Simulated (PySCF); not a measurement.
ReCl₃ (quintet). Computed with PySCF, UB3LYP, basis Re def2-SVP with ECP60, Cl def2-SVP (scalar-relativistic core potentials, no spin–orbit coupling, density fitting).

Harmonic bands of its minimum:

| ω (cm⁻¹) | IR (km/mol) |
| --- | --- |
| 48 | 0.4 |
| 80 | 4.1 |
| 128 | 0.4 |
| 370 | 20.5 |
| 381 | 35.8 |
| 392 | 69.3 |

Q: The central atom is Re. Infer the point group and assign the bands.

A: C2v. The modes span 2b2 + b1 + 3a1: 48 b2, 80 b1, 128 a1, 370 a1, 381 b2, 392 a1. The computed geometry has Re–Cl 2.291 Å (×2), Re–Cl 2.296 Å; Cl–Re–Cl 95.0°, Cl–Re–Cl 132.5° (×2).

Only a few start shapes were tried, so a lower isomer may exist. With open d or f shells other occupations or spin states may lie lower. With an element this heavy the missing spin–orbit coupling can shift these numbers.
